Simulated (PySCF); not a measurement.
Excitation energy of Ag⁺ by level of theory

Ag⁺ [Kr] 4d10 (1S) → Ag⁺ [Kr] 4d9 5s1 (3D), as a difference of total energies. Calculation: PySCF 2.14, in def2-TZVPPD with the def2 core potential (28 electrons) (6s4p3d2f1g, 56 functions); a scalar-relativistic core potential. Correlated levels: valence: 4s2 4p6 frozen. The calculations carry no spin-orbit coupling.

```json
{"method": "UHF", "excitation energy (cm⁻¹)": "35491"}
{"method": "MP2 (valence)", "excitation energy (cm⁻¹)": "43361"}
{"method": "SCS-MP2 (valence)", "excitation energy (cm⁻¹)": "43266"}
{"method": "CCSD (valence)", "excitation energy (cm⁻¹)": "41414"}
{"method": "CCSD(T) (valence)", "excitation energy (cm⁻¹)": "41750"}
```

Errors of the correlated levels include the incompleteness of this basis and the frozen core.

For comparison: 40609 cm⁻¹ (measured; NIST levels, between the centres of gravity of the two terms).
